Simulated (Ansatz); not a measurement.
Cost and result up the ladder for BeMe(SiH3) (CH₆BeSi) (9 atoms). Total charge 0; singlet. Geometry: r2SCAN-D4/def2-TZVP.

```
atom   x (Å)   y (Å)   z (Å)
 Be1  -0.235  -0.003   0.158
  C2  -1.665   0.024   1.028
  H3  -2.171   0.994   0.961
  H4  -1.512  -0.175   2.095
  H5  -2.382  -0.726   0.671
 Si6   1.627  -0.026  -0.999
  H7   2.394  -1.297  -0.839
  H8   2.558   1.075  -0.609
  H9   1.384   0.134  -2.464
```

Ansatz on 4 threads of Intel Xeon on a shared host. Times are rough, and most runs start from the orbitals of an earlier one. ωB97M-V/def2-TZVP serves as the yardstick here, not as an exact answer. Differences are given only for rows in sets of like size (and for xTB, whose basis is part of the method), since another set adds its own error. Binding counts from free atoms at the same level (Be singlet, C triplet, H doublet, Si triplet; other spins of the atoms weren't run), without zero-point energy or a counterpoise term.

HSE06 is defined as in plane-wave codes, on full-range PBE exchange. Correlated methods freeze 6 core orbitals.

Correlated methods converge slowly with the basis.

```csv
level,functions,wall time,binding energy per atom (eV),difference from ωB97M-V/def2-TZVP (eV)
HF/def2-TZVP,123,1.2 s,2.51,-0.71
PBE0-D4/def2-SVP,71,1.4 s,3.22,–
MP2/def2-TZVP,123,1.6 s,3.07,-0.14
HSE06-D4/def2-TZVP,123,2.1 s,3.21,0.00
PBE-D4/def2-TZVP,123,2.5 s,3.22,0.01
BHLYP-D4/def2-TZVP,123,2.5 s,3.19,-0.02
CAM-B3LYP-D4/def2-TZVP,123,3 s,3.24,0.03
PBE-D4/def2-TZVPD,156,3.2 s,3.23,0.01
r2SCANh-D4/def2-TZVP,123,3.4 s,3.23,0.01
PBE0-D4/def2-TZVPD,156,3.5 s,3.21,0.00
r2SCAN-D4/def2-TZVP,123,3.8 s,3.24,0.02
ωB97M-V/def2-TZVP,123,5.5 s,3.21,0.00
CCSD(T)/def2-TZVPD,156,19 s,3.08,-0.13
CCSD(T)/def2-TZVPP,176,25 s,3.13,-0.09
```
